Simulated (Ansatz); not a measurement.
A nudged elastic band was laid between two geometries of C₃H₇GeNO (13 atoms, charge 0, multiplicity 1).

The calculation used RKS PBE-D4/def2-SVP (Ansatz 0.2.0).

```yaml
movable_images: 9
climbing_image: yes
spring: 0.1 eV/Å²
optimiser: quadratic models (default)
start_path: IDPP
force_threshold: 0.03 eV/Å
iteration_limit: 60
end_points: relaxed
```

Image 0:

```xyz
13
Properties=species:S:1:pos:R:3
C -1.395 -0.108 0.879
Ge 0.464 0.089 0.330
C 1.362 -1.507 -0.325
O 0.395 1.146 -1.239
C -0.377 2.172 -1.258
N -1.092 3.112 -1.290
H -1.450 -0.516 1.908
H -1.930 -0.787 0.188
H -1.887 0.885 0.861
H 1.317 0.933 1.313
H 2.324 -1.232 -0.798
H 1.563 -2.200 0.516
H 0.725 -2.021 -1.070
```

Image 10:

```xyz
13
Properties=species:S:1:pos:R:3
C -1.024 -0.037 1.297
Ge 0.530 0.178 0.141
C 1.364 -1.448 -0.525
O -0.158 0.923 -1.458
C -1.017 1.873 -1.376
N -1.817 2.740 -1.311
H -0.703 -0.254 2.334
H -1.662 -0.864 0.932
H -1.613 0.902 1.292
H 1.539 1.243 0.647
H 1.899 -1.962 0.298
H 0.593 -2.129 -0.933
H 2.090 -1.201 -1.323
```

Which bonds break or form, and what moves?

No bond is made or broken. The dihedral O4–Ge2–C3–H13 goes from -65 to 55°. The two ends are copies of one structure, up to a mirror image or an exchange of like atoms.

What energy profile does the band end with?

It converged. The highest image is number 5 of 0 to 10, 0.024 eV above the ends, which have the same energy within 2 meV. Another band between the same ends (9 images) ends at a top of the same energy, where a vibrational analysis finds 1 clearly imaginary mode.

```tsv
image	path coordinate (Å)	energy (eV)	dihedral O4–Ge2–C3–H13 (°)
0	0.00	0.000	-65
1	0.35	0.002	-54
2	0.70	0.008	-42
3	1.06	0.015	-30
4	1.42	0.021	-18
5	1.79	0.024	-5
6	2.17	0.021	8
7	2.53	0.015	20
8	2.89	0.008	32
9	3.24	0.002	44
10	3.59	0.000	55
```

What is the geometry of the highest image?


```xyz
13
Properties=species:S:1:pos:R:3
C -1.093 -0.043 1.243
Ge 0.527 0.166 0.181
C 1.375 -1.463 -0.475
O -0.065 0.946 -1.441
C -0.911 1.910 -1.393
N -1.696 2.792 -1.358
H -0.833 -0.286 2.292
H -1.722 -0.854 0.827
H -1.667 0.905 1.225
H 1.509 1.220 0.757
H 2.466 -1.448 -0.290
H 0.934 -2.354 0.012
H 1.197 -1.526 -1.566
```

Run time: 100 s on 2 threads of Intel(R) Xeon(R) Platinum 8375C CPU @ 2.90GHz (Ice Lake), with other jobs on the host, peak memory 0.21 GiB.
